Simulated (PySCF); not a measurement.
# Electron correlation in Sn⁻ (tin, charge -1)

[Kr] 4d10 5s2 5p3, high-spin 4S determinant. Calculation: PySCF 2.14, in aug-cc-pVQZ-DK3; the spin-free X2C one-electron Hamiltonian (Gaussian nucleus). Frozen: [Kr] 4d10; 5 electrons correlated.

| level | correlation energy (mhartree) |
| --- | --- |
| CCSD | -72.68 |
| (T) | -3.57 |
| CCSD(T) | -76.25 |

Diagnostics: T1 = 0.0074, D1 = 0.0185, largest double amplitude 0.040.

**Question.** Is a single reference adequate?

**Answer.** Yes, within this model without spin-orbit coupling: T1 lies below 0.03 and no double amplitude reaches 0.07.
